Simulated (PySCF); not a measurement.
## Bond curve of HI⁺

Set-up: basis H def2-SVPD, I def2-SVPD with ECP28; scalar-relativistic core potentials; PySCF 2.14. Energies in eV from H + I⁺ in their ground configurations at the same level. State: ²Π (doublet), unpaired electrons π ↑.

All columns are HSE06. A positive dipole points towards I; it is taken about the centre of mass and depends on that origin.

```json
{"R (Å)": "1.412", "E (eV)": "-2.639", "μ (D)": "-0.89", "Mulliken charge on H (basis-dependent)": "0.18", "HOMO (eV)": "-15.32", "LUMO (eV)": "-13.86", "Mayer bond order": "0.94", "⟨S²⟩": "0.75"}
{"R (Å)": "1.478", "E (eV)": "-3.018", "μ (D)": "-0.95", "Mulliken charge on H (basis-dependent)": "0.20", "HOMO (eV)": "-15.28", "LUMO (eV)": "-13.81", "Mayer bond order": "0.95", "⟨S²⟩": "0.75"}
{"R (Å)": "1.544", "E (eV)": "-3.234", "μ (D)": "-1.01", "Mulliken charge on H (basis-dependent)": "0.21", "HOMO (eV)": "-15.23", "LUMO (eV)": "-13.76", "Mayer bond order": "0.95", "⟨S²⟩": "0.75"}
{"R (Å)": "1.593", "E (eV)": "-3.313", "μ (D)": "-1.07", "Mulliken charge on H (basis-dependent)": "0.22", "HOMO (eV)": "-15.19", "LUMO (eV)": "-13.73", "Mayer bond order": "0.95", "⟨S²⟩": "0.75"}
{"R (Å)": "1.642", "E (eV)": "-3.337", "μ (D)": "-1.14", "Mulliken charge on H (basis-dependent)": "0.22", "HOMO (eV)": "-15.16", "LUMO (eV)": "-13.70", "Mayer bond order": "0.95", "⟨S²⟩": "0.75"}
{"R (Å)": "1.691", "E (eV)": "-3.316", "μ (D)": "-1.21", "Mulliken charge on H (basis-dependent)": "0.23", "HOMO (eV)": "-15.12", "LUMO (eV)": "-13.66", "Mayer bond order": "0.96", "⟨S²⟩": "0.75"}
{"R (Å)": "1.757", "E (eV)": "-3.236", "μ (D)": "-1.31", "Mulliken charge on H (basis-dependent)": "0.23", "HOMO (eV)": "-15.07", "LUMO (eV)": "-13.62", "Mayer bond order": "0.96", "⟨S²⟩": "0.75"}
{"R (Å)": "1.839", "E (eV)": "-3.072", "μ (D)": "-1.45", "Mulliken charge on H (basis-dependent)": "0.24", "HOMO (eV)": "-15.01", "LUMO (eV)": "-13.56", "Mayer bond order": "0.95", "⟨S²⟩": "0.75"}
{"R (Å)": "1.938", "E (eV)": "-2.817", "μ (D)": "-1.65", "Mulliken charge on H (basis-dependent)": "0.24", "HOMO (eV)": "-14.94", "LUMO (eV)": "-13.49", "Mayer bond order": "0.95", "⟨S²⟩": "0.75"}
{"R (Å)": "2.069", "E (eV)": "-2.426", "μ (D)": "-1.94", "Mulliken charge on H (basis-dependent)": "0.26", "HOMO (eV)": "-14.84", "LUMO (eV)": "-13.39", "Mayer bond order": "0.94", "⟨S²⟩": "0.76"}
```

A fit through these points gives, at Re = 1.642 Å, μ = -1.14 D and dμ/dR = -1.37 D/Å; the reduced mass is 0.9999 u.

How strong is the fundamental in the double-harmonic approximation, I = 42.26·(dμ/dR)²/μred km/mol?

I = 42.26·(-1.37)²/0.9999 = 79.3 km/mol at HSE06.

Spin–orbit coupling is left out, which matters for elements this heavy, above all for dissociation energies. For an ion De counts to the pair picked by the measured ionisation energies or electron affinities, which need not be the lowest pair at this level. The state was picked by a PBE0 search and need not be the measured ground state.
